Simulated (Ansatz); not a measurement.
Cost and result for the atomization energy of `[CH3][AlH][SiH2][SbH2]` (12 atoms, 11 bonds).

Z-matrix (Å, degrees):
```
C
Al 1 1.955
H 1 1.093 2 111.7
H 1 1.093 2 111.9 3 121.6
H 1 1.095 2 109.9 3 -119.1
Si 2 2.413 1 119.9 3 -143.2
Sb 2 3.159 1 109.1 3 -84.2
H 2 1.590 1 124.9 3 41.3
H 6 1.487 2 124.4 1 -6.5
H 6 1.488 2 123.9 1 -166.8
H 7 1.709 2 85.0 1 -18.7
H 7 1.763 2 39.7 1 75.7
```

Total charge 0; spin multiplicity 1. Correlated methods include outer-core shells of Sb, which these sets cover unevenly. Sb: def2 effective core potential. The structure was optimised at the PBE0-D4/def2-TZVP level. It is one conformer, not always the lowest. Program: Ansatz. All runs use 4 threads of an Arm Neoverse V1 on a shared host. Times are those of one run each, without the atoms' runs, and a repeat can differ threefold. Electronic energies, without spin–orbit coupling; frozen cores. CCSD(T)/CBS adds CCSD(T) − MP2 in def2-TZVPP to the MP2 limit, and its time is that of the two runs behind it. T1 = 0.014. With those shells the extrapolation isn't a true limit. B3LYP takes the VWN-RPA correlation (the form of Gaussian; ORCA's B3LYP/G).

CCSD(T)/CBS is a level of theory with its own doubt, some kJ/mol a heavy atom from the limit and from the frozen cores, so smaller differences don't rank the functionals.

| level | functions | wall time |
| --- | --- | --- |
| LDA (SPW92)/def2-TZVPP | 277 | 1.6 s |
| revPBE-D4/def2-TZVPP | 277 | 2.7 s |
| BLYP-D4/def2-TZVPP | 277 | 2.9 s |
| BHLYP-D4/def2-TZVPP | 277 | 4.6 s |
| r2SCAN-D4/def2-TZVPP (with forces) | 277 | 6.5 s |
| B3LYP-D4/def2-TZVPP (with forces) | 277 | 7 s |
| r2SCANh-D4/def2-TZVPP | 277 | 8 s |
| B2PLYP/def2-TZVPP | 277 | 8 s |
| CCSD(T)/def2-SVP | 116 | 8 s |
| B97M-V/def2-TZVPP | 277 | 13 s |
| MP2/def2-QZVPP | 519 | 32 s |
| CCSD(T)/def2-TZVPP | 277 | 4.8 min |
| CCSD(T)/CBS(def2) | – | 5.3 min |

Question: What atomization energy does each give, and how far from CCSD(T)/CBS? (Estimate.)

Answer: The calculation gave: 
| level | atomization (kcal/mol) | difference from CCSD(T)/CBS | per bond |
| --- | --- | --- | --- |
| LDA (SPW92)/def2-TZVPP | 929.5 | 98.4 | 8.9 |
| revPBE-D4/def2-TZVPP | 815.2 | -15.9 | -1.4 |
| BLYP-D4/def2-TZVPP | 822.7 | -8.4 | -0.8 |
| BHLYP-D4/def2-TZVPP | 816.5 | -14.6 | -1.3 |
| r2SCAN-D4/def2-TZVPP (with forces) | 829.9 | -1.2 | -0.1 |
| B3LYP-D4/def2-TZVPP (with forces) | 829.7 | -1.4 | -0.1 |
| r2SCANh-D4/def2-TZVPP | 826.7 | -4.4 | -0.4 |
| B2PLYP/def2-TZVPP | 813.8 | -17.3 | -1.6 |
| CCSD(T)/def2-SVP | 771.1 | -60.0 | -5.5 |
| B97M-V/def2-TZVPP | 841.6 | 10.5 | 1.0 |
| MP2/def2-QZVPP | 811.4 | -19.7 | -1.8 |
| CCSD(T)/def2-TZVPP | 808.0 | -23.1 | -2.1 |
| CCSD(T)/CBS(def2) | 831.1 | 0.0 | 0.0 |

From PBE to PBE0 (25 % exact exchange), in def2-TZVPP and without D4, the atomization energy moves by −5.2 kcal/mol: exact exchange takes away binding that semilocal exchange gives to molecules. In def2-TZVPP, CCSD(T) changes the Hartree–Fock value by +205.2 kcal/mol (the triples alone add +10.7 kcal/mol) and MP2 by +194.9 kcal/mol; breaking electron pairs costs correlation energy, which Hartree–Fock lacks. Leaving LDA and LC-ωPBE aside and taking each functional with its dispersion term where it has one, the values spread over 27.8 kcal/mol, from B2PLYP to B97M-V. LDA lies +107.5 kcal/mol from PBE without D4, its usual overbinding.
